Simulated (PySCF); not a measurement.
CH₆GeOSi, SMILES C[O][Ge][SiH3] (connectivity only; charge and spin as stated), neutral, multiplicity 1. The structure is a stationary point at PBE-D3(BJ)/def2-SVP. The structure was generated by enumeration; whether it is a known compound was not checked. One conformer was computed; it need not be the lowest.

All values below come from PBE-D3(BJ)/def2-SVP (PySCF 2.14.0).

Harmonic wavenumbers (cm⁻¹): 88, 98, 137, 159, 259, 285, 323, 420, 562, 805, 892, 905, 1084, 1120, 1135, 1402, 1405, 1415, 2102, 2118, 2133, 2917, 3004, 3020. Rotational constants (GHz): 3.857, 2.670, 1.624; symmetry number 1.

Task: Work out the zero-point energy and the ideal-gas rigid-rotor harmonic-oscillator thermochemistry at 298.15 K and 1 atm.

Result: ZPE = ½ Σ hcν = ½ × 27789 cm⁻¹ = 166.21 kJ/mol. H − E(el) = 188.86 kJ/mol. Entropy in J/(mol K): translation 169.90, rotation 114.45, vibration 80.32, total 364.67. G − E(el) = 80.13 kJ/mol. Cp = 109.09 J/(mol K). Modes under 150 cm⁻¹ make the vibrational entropy uncertain.
